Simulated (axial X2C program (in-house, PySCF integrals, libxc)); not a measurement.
# Photoelectron levels of GaTe⁻ by EOM-IP-CCSD

Calculated with an axial X2C code built on PySCF integrals: two-component X2C with atomic mean-field Coulomb and Gaunt terms, Gaussian nuclei, basis Te dyall-acv3z, Ga dyall-acv3z with contracted cores.

R = 2.286 Å (0.920 times 2.485 Å, the PBE0 minimum at charge -1 for the lowest determinant).

Vertical detachment energies of GaTe⁻ to the states of GaTe:

```json
{"Ω of GaTe": "1/2", "vertical detachment energy (eV)": "2.512", "above lowest (cm⁻¹)": "0", "ionised spinor": "38% Ga pσ, 28% Te pσ, 20% Ga sσ", "one-hole weight": "0.94"}
{"Ω of GaTe": "3/2", "vertical detachment energy (eV)": "3.097", "above lowest (cm⁻¹)": "4716", "ionised spinor": "70% Te pπ, 16% Ga pπ, 8% Ga dπ", "one-hole weight": "0.93"}
{"Ω of GaTe": "1/2", "vertical detachment energy (eV)": "3.552", "above lowest (cm⁻¹)": "8383", "ionised spinor": "70% Te pπ, 13% Ga pπ, 8% Ga dπ", "one-hole weight": "0.93"}
{"Ω of GaTe": "1/2", "vertical detachment energy (eV)": "6.524", "above lowest (cm⁻¹)": "32355", "ionised spinor": "47% Te pσ, 35% Ga sσ, 8% Te sσ", "one-hole weight": "0.78"}
```

Question: Take the first Ω = 1/2 and Ω = 3/2 rows of π character: how far apart are they, and which lies lower?

Answer: E(3/2) − E(1/2) = 4716 − 8383 = -3667 cm⁻¹ at EOM-IP-CCSD: inverted, Ω = 3/2 lower. Splittings at this level can be off by ten to twenty per cent.

This point took 12 s on 1 thread of Arm Neoverse V1 (shared host).

Reference electrons by ω block (each with its −ω partner): 1/2: 27, 3/2: 12, 5/2: 3. 10 electrons of GaTe⁻ correlated (inner shells frozen), 94 natural virtual spinors (a truncated set); levels can be off by some tenths of an eV. Roots sought by Ω: (1/2: 4, 3/2: 3, 5/2: 1); rows need 60 % one-particle weight and stop where some Ω has no more roots. Missing are any skipped roots, higher Ω and states of a further excitation; these come out far too high here and may in truth be low or lowest. T1 of the reference 0.018 (Lee–Taylor). Number of frozen shells: Te 4 s, 3 p, 2 d; Ga 3 s, 2 p, 1 d.
